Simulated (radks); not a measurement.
Si4+, 10 electrons, occupied as [He] 2s2 2p4 3s2 (not the ground configuration).

All-electron calculation, non-relativistic Kohn-Sham, PBE, spin-polarised, spherical densities, point nucleus; open shells are filled with parallel spins first. Program: a radial shooting solver on a logarithmic mesh with Libxc functionals.

Energy parts (eV):
| part | energy |
|---|---|
| total | -7543.756 |
| kinetic | 7535.654 |
| electron-nucleus | -17124.680 |
| Hartree | 2527.657 |
| exchange-correlation | -482.388 |

Orbitals (lengths in bohr, moments of r in powers of bohr; r(max) is where P^2 peaks):
| orbital | occ. | eigenvalue (eV) | <r^2> | <1/r> | <r> | r(max) |
|---|---|---|---|---|---|---|
| 1s up | 1 | -1901.395 | 0.01675 | 13.57 | 0.1116 | 0.07299 |
| 1s down | 1 | -1897.738 | 0.01669 | 13.59 | 0.1114 | 0.07293 |
| 2s up | 1 | -234.6686 | 0.3399 | 2.736 | 0.5358 | 0.4407 |
| 2s down | 1 | -227.4729 | 0.3473 | 2.704 | 0.5414 | 0.4433 |
| 2p up | 3 | -194.8002 | 0.2942 | 2.653 | 0.4877 | 0.3676 |
| 2p down | 1 | -186.7333 | 0.3043 | 2.622 | 0.4953 | 0.3712 |
| 3s up | 1 | -61.6283 | 2.801 | 0.8906 | 1.569 | 1.416 |
| 3s down | 1 | -60.8554 | 2.868 | 0.8786 | 1.588 | 1.435 |
| 3p up | 0 | -51.6815 | 3.119 | 0.8265 | 1.646 | 1.468 |
| 3p down | 0 | -50.9152 | 3.214 | 0.8150 | 1.672 | 1.493 |
| 4s up | 0 | -26.1772 | 12.17 | 0.4256 | 3.291 | 3.198 |
| 4s down | 0 | -25.9602 | 12.38 | 0.4213 | 3.319 | 3.228 |

The highest occupied level is 3s down at -60.855 eV. Summed over all electrons, <r^2> = 7.577 bohr^2, which gives a Langevin (diamagnetic) susceptibility term of -6 x 10^-6 cm^3/mol. The density falls to 0.001 e/bohr^3 at r = 2.93 bohr. Spin moment in Bohr magnetons: 2. The spin density at the nucleus is -0.026 e/bohr^3 (1s -2.101, 2s 1.764, 3s 0.311), a Fermi contact field of -1.36 T. Virial ratio -V/T = 2.00108.
